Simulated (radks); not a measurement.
Species: Hg45+. Configuration: [Ar] 3d10 4s2 4p5. All-electron calculation, non-relativistic Kohn-Sham, LDA (Slater exchange, Perdew-Wang correlation), spin-unpolarised, spherical densities, point nucleus; relativity is left out, which matters for an element this heavy. Program: a radial shooting solver on a logarithmic mesh with Libxc functionals. Some entries of the table are withheld. Estimate them.

| orbital | occ. | eigenvalue (eV) | <1/r> (bohr^-1) | <r> (bohr) |
|---|---|---|---|---|
| 1s | 2 | -77195.23 | (1) | 0.01893 |
| 2s | 2 | -14769.40 | 18.72 | 0.07960 |
| 2p | 6 | (2) | 18.76 | 0.06724 |
| 3s | 2 | -5072.162 | (3) | 0.1975 |
| 3p | 6 | -4856.290 | 7.352 | 0.1877 |
| 3d | 10 | (4) | 7.271 | 0.1633 |
| 4s | 2 | -2450.741 | 3.727 | 0.3869 |
| 4p | 5 | -2355.170 | 3.680 | 0.3823 |

Answer. 
(1) 1s <1/r> (bohr^-1): 79.40
(2) 2p eigenvalue (eV): -14300.25
(3) 3s <1/r> (bohr^-1): 7.396
(4) 3d eigenvalue (eV): -4460.217
